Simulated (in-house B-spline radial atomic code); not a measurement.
Ar⁴⁺: [Ne] 3s2 3p1 4d1 (an excited or competing configuration)

All numbers are computed (non-relativistic HSE06, spin-polarised, spherical fractional occupations, exact exchange averaged over the configuration; point nucleus) with a radial B-spline atomic code at the basis-set limit, not measured.

Effective charges: Z_r = [3n² - l(l+1)]/(2<r>) from the radius, Z_e = n√(-2ε) from the energy, and Slater's rules. Values are occupation-weighted means over spin.

```tsv
shell	electrons	ε (eV)	<r> (bohr)	Z_r	Z_e	Slater
1s	2	-3220.6	0.08615	17.41	15.39	17.70
2s	2	-384.23	0.4133	14.52	10.63	13.85
2p	6	-317.09	0.3746	13.35	9.66	13.85
3s	2	-90.581	1.231	10.97	7.74	8.50
3p	1	-75.628	1.291	9.68	7.07	8.50
4d	1	-23.7	3.41	6.16	5.28	5.00
```

The least bound orbital is 4d up at -23.7 eV, and it is also the most diffuse (<r> = 3.41 bohr).
